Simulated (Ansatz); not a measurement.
Isomers of C2H8BGeN, relaxed with PBE0-D4/def2-TZVP in Ansatz; electronic energies, one conformer each and not always the lowest. Functionals use def2-TZVPP; CBS adds triple-zeta CCSD(T) − MP2 to the MP2 limit of def2-TZVPP and def2-QZVPP.

Outer-core shells of Ge are correlated without core-valence functions. Scalar relativity is left out up to krypton. Spin–orbit coupling is left out.

Problem. Order them by energy at frozen-core CCSD(T)/CBS, lowest first. (An estimate is asked.)
A. `B[N]([GeH3])C=C`
B. `CB1[CH2][GeH2][NH]1`
C. `BC(=C)[NH][GeH3]`
D. `CN1[BH][GeH2][CH2]1`

Solution. B (0.0 kcal/mol), A (32.3 kcal/mol), D (37.4 kcal/mol), C (61.7 kcal/mol).

Problem. How do B3LYP-D4, HF/CBS(def2), MP2/CBS(def2), ωB97M-V place them (kcal/mol, against `CB1[CH2][GeH2][NH]1`)? (Best estimate.)

Solution. Ansatz gave: 
```tsv
isomer	B3LYP-D4	HF/CBS(def2)	MP2/CBS(def2)	ωB97M-V
`BC(=C)[NH][GeH3]`	56.7	54.3	64.7	62.2
`B[N]([GeH3])C=C`	28.2	26.2	34.9	33.1
`CN1[BH][GeH2][CH2]1`	36.4	40.7	39.2	38.4
```

B3LYP here is the variant with VWN-RPA as its local correlation; programs differ in this.
